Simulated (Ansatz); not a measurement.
Steps of a relaxation of CH6BClSi (`BC[SiH2]Cl`) with RKS PBE0-D4/def2-TZVP.

```sh
$ ansatz run in.yaml --threads 2 --pin off --events-out ev --progress --plain --max-ram 4352MiB
```

```yaml
crystal:
  periodic: [false, false, false]
  atoms:
    - {symbol: B, position_ang: [-1.286670, 0.958738, 0.103935]}
    - {symbol: C, position_ang: [-0.610299, -0.359134, -0.343158]}
    - {symbol: Si, position_ang: [1.215688, -0.326609, 0.180774]}
    - {symbol: Cl, position_ang: [2.114216, -2.093868, -0.472329]}
    - {symbol: H, position_ang: [-1.305313, 1.932246, -0.628459]}
    - {symbol: H, position_ang: [-1.760116, 1.062137, 1.221627]}
    - {symbol: H, position_ang: [-0.569881, -0.506569, -1.442969]}
    - {symbol: H, position_ang: [-1.005484, -1.267516, 0.159825]}
    - {symbol: H, position_ang: [1.342620, -0.270157, 1.673720]}
    - {symbol: H, position_ang: [1.948338, 0.819532, -0.450066]}
basis:
  gaussian: {orbitals: def2-TZVP}
hamiltonian: {xc: pbe0, dispersion: d4}
relax: {f_tol: 0.005, max_steps: 150}
```

Positions (Å) and forces (eV/Å) along the path, 13 of 14 steps:

```xyz
10
step=1 energy=-22203.9485 eV
B    -1.287    0.959    0.104   -0.089    0.171    0.068
C    -0.610   -0.359   -0.343    0.132   -0.215   -0.081
Si    1.216   -0.327    0.181   -0.044   -0.133   -0.061
Cl    2.114   -2.094   -0.472   -0.208    0.454    0.174
H    -1.305    1.932   -0.628    0.017   -0.388    0.283
H    -1.760    1.062    1.222    0.183   -0.037   -0.430
H    -0.570   -0.507   -1.443   -0.040    0.053    0.505
H    -1.005   -1.268    0.160    0.171    0.414   -0.252
H     1.343   -0.270    1.674    0.013   -0.037   -0.338
H     1.948    0.820   -0.450   -0.134   -0.282    0.134
10
step=2 energy=-22203.9843 eV
B    -1.288    0.954    0.103    0.005    0.061    0.030
C    -0.608   -0.355   -0.341    0.079   -0.049    0.007
Si    1.206   -0.322    0.182   -0.060   -0.035   -0.039
Cl    2.102   -2.064   -0.459   -0.020    0.016    0.004
H    -1.301    1.915   -0.620   -0.006   -0.111    0.074
H    -1.754    1.058    1.207    0.039   -0.017   -0.126
H    -0.571   -0.502   -1.430    0.003    0.025    0.142
H    -1.001   -1.255    0.152    0.054    0.117   -0.061
H     1.352   -0.279    1.659   -0.030    0.028   -0.078
H     1.947    0.799   -0.449   -0.064   -0.034    0.046
10
step=3 energy=-22203.9873 eV
B    -1.277    0.955    0.107   -0.070   -0.037   -0.035
C    -0.601   -0.353   -0.338    0.069    0.007    0.028
Si    1.205   -0.329    0.178   -0.051    0.016   -0.006
Cl    2.095   -2.070   -0.462    0.009   -0.002    0.001
H    -1.300    1.907   -0.617    0.025    0.023   -0.002
H    -1.755    1.053    1.199    0.014    0.008    0.025
H    -0.565   -0.497   -1.421   -0.009    0.008   -0.026
H    -0.994   -1.249    0.152   -0.019   -0.011    0.012
H     1.342   -0.270    1.650    0.012   -0.012    0.017
H     1.932    0.800   -0.445    0.020    0.002   -0.015
10
step=4 energy=-22203.9877 eV
B    -1.284    0.952    0.104    0.043    0.015    0.018
C    -0.601   -0.353   -0.338    0.010   -0.009    0.002
Si    1.204   -0.327    0.178   -0.020    0.012    0.000
Cl    2.096   -2.068   -0.461    0.003   -0.003    0.000
H    -1.296    1.909   -0.616   -0.013    0.002   -0.010
H    -1.753    1.054    1.201   -0.020   -0.005    0.001
H    -0.565   -0.497   -1.422   -0.004    0.000   -0.014
H    -0.995   -1.249    0.152   -0.008   -0.009    0.003
H     1.343   -0.272    1.651    0.005   -0.003    0.006
H     1.934    0.799   -0.447    0.006    0.001   -0.005
10
step=5 energy=-22203.9878 eV
B    -1.282    0.953    0.105   -0.002    0.004    0.001
C    -0.601   -0.353   -0.338    0.014   -0.006    0.003
Si    1.203   -0.327    0.178   -0.007    0.002   -0.001
Cl    2.096   -2.068   -0.460    0.002   -0.003   -0.001
H    -1.297    1.909   -0.616    0.000    0.000    0.000
H    -1.754    1.053    1.201   -0.003   -0.001   -0.001
H    -0.566   -0.496   -1.422   -0.003    0.003   -0.001
H    -0.996   -1.249    0.152   -0.003    0.002    0.000
H     1.344   -0.272    1.651    0.001    0.001    0.000
H     1.935    0.799   -0.447    0.000    0.000   -0.001
10
step=7 energy=-22203.9878 eV rejected
B    -1.285    0.953    0.105    0.001   -0.007    0.001
C    -0.599   -0.352   -0.333   -0.008    0.012    0.011
Si    1.206   -0.326    0.178   -0.003   -0.011   -0.012
Cl    2.091   -2.070   -0.463    0.007    0.001    0.005
H    -1.288    1.912   -0.612    0.001    0.000   -0.001
H    -1.777    1.048    1.193    0.002    0.001    0.001
H    -0.563   -0.495   -1.418    0.002    0.000    0.001
H    -0.993   -1.249    0.156   -0.006   -0.002   -0.007
H     1.353   -0.271    1.651    0.001    0.004   -0.001
H     1.937    0.797   -0.453    0.003    0.003    0.002
10
step=8 energy=-22203.9878 eV
B    -1.284    0.953    0.106   -0.001   -0.001    0.000
C    -0.600   -0.352   -0.335   -0.001    0.000    0.001
Si    1.205   -0.327    0.177    0.003   -0.001    0.001
Cl    2.096   -2.070   -0.459   -0.002    0.001    0.001
H    -1.293    1.910   -0.613    0.001    0.001    0.001
H    -1.766    1.050    1.197    0.000    0.000   -0.001
H    -0.565   -0.493   -1.421    0.000    0.000    0.000
H    -0.996   -1.249    0.153   -0.001    0.000   -0.002
H     1.349   -0.270    1.650    0.000    0.001    0.000
H     1.937    0.797   -0.451    0.000    0.000   -0.001
10
step=9 energy=-22203.9879 eV
B    -1.284    0.953    0.107    0.000   -0.001    0.000
C    -0.599   -0.352   -0.334   -0.007    0.002    0.001
Si    1.206   -0.327    0.177    0.001    0.000   -0.003
Cl    2.094   -2.072   -0.458    0.000    0.001    0.003
H    -1.289    1.912   -0.610    0.001    0.000    0.001
H    -1.774    1.048    1.195    0.001    0.000   -0.001
H    -0.564   -0.491   -1.420    0.001   -0.001    0.001
H    -0.996   -1.249    0.152    0.001    0.000   -0.002
H     1.352   -0.267    1.650    0.001    0.000   -0.001
H     1.937    0.795   -0.455    0.000    0.000    0.000
10
step=10 energy=-22203.9879 eV
B    -1.285    0.952    0.108    0.002    0.000    0.001
C    -0.599   -0.352   -0.334   -0.007    0.002   -0.001
Si    1.206   -0.326    0.176    0.002   -0.002    0.003
Cl    2.093   -2.074   -0.454    0.001    0.000   -0.001
H    -1.285    1.914   -0.606    0.000   -0.001    0.001
H    -1.780    1.044    1.194    0.002   -0.001   -0.002
H    -0.563   -0.489   -1.420    0.001   -0.001    0.001
H    -0.996   -1.250    0.150    0.002    0.000   -0.002
H     1.355   -0.263    1.648   -0.001    0.003   -0.001
H     1.937    0.794   -0.460    0.000   -0.001    0.000
10
step=11 energy=-22203.9879 eV
B    -1.285    0.951    0.109    0.002    0.001    0.002
C    -0.599   -0.352   -0.335   -0.003   -0.001   -0.003
Si    1.206   -0.326    0.175    0.002    0.004    0.001
Cl    2.093   -2.076   -0.449   -0.001    0.000    0.001
H    -1.281    1.915   -0.601   -0.001   -0.002    0.001
H    -1.783    1.040    1.195    0.001    0.000   -0.002
H    -0.562   -0.487   -1.421    0.000    0.000    0.001
H    -0.996   -1.252    0.147    0.001    0.001   -0.001
H     1.355   -0.257    1.647    0.000   -0.001   -0.001
H     1.937    0.792   -0.465   -0.001   -0.001    0.000
10
step=12 energy=-22203.9879 eV
B    -1.284    0.951    0.111   -0.010   -0.002   -0.004
C    -0.599   -0.352   -0.336    0.003    0.001   -0.002
Si    1.206   -0.326    0.175   -0.002   -0.001    0.001
Cl    2.091   -2.078   -0.444    0.001    0.000    0.000
H    -1.280    1.916   -0.597    0.003    0.000    0.003
H    -1.782    1.037    1.196    0.004    0.001    0.000
H    -0.562   -0.485   -1.423    0.000    0.001    0.001
H    -0.996   -1.253    0.143    0.001    0.002    0.001
H     1.353   -0.252    1.647    0.001    0.000   -0.001
H     1.937    0.790   -0.469    0.000   -0.001    0.001
10
step=13 energy=-22203.9879 eV rejected
B    -1.284    0.950    0.111    0.009    0.004    0.004
C    -0.600   -0.352   -0.338   -0.001    0.000   -0.003
Si    1.205   -0.325    0.175   -0.004   -0.003   -0.001
Cl    2.091   -2.078   -0.441    0.001    0.000    0.000
H    -1.280    1.916   -0.595   -0.004   -0.001   -0.002
H    -1.778    1.036    1.198   -0.004   -0.001   -0.001
H    -0.562   -0.485   -1.424    0.000    0.000    0.000
H    -0.996   -1.254    0.141    0.001    0.000    0.002
H     1.351   -0.250    1.647    0.001    0.001   -0.001
H     1.937    0.790   -0.470    0.000   -0.001    0.001
10
step=14 energy=-22203.9879 eV
B    -1.285    0.950    0.111    0.001    0.003    0.001
C    -0.599   -0.351   -0.338    0.000    0.000    0.002
Si    1.206   -0.326    0.175    0.000    0.001   -0.002
Cl    2.091   -2.079   -0.442   -0.001    0.000    0.000
H    -1.282    1.916   -0.597    0.000    0.001   -0.002
H    -1.781    1.037    1.197   -0.001   -0.001    0.002
H    -0.562   -0.484   -1.424    0.001   -0.001   -0.001
H    -0.995   -1.252    0.143   -0.002   -0.004    0.000
H     1.353   -0.251    1.647   -0.001   -0.001    0.001
H     1.938    0.789   -0.469    0.002    0.001   -0.001
```

Run time 64 s (2 threads of an Arm Neoverse V1 on a shared host); peak host memory 0.39 GiB.
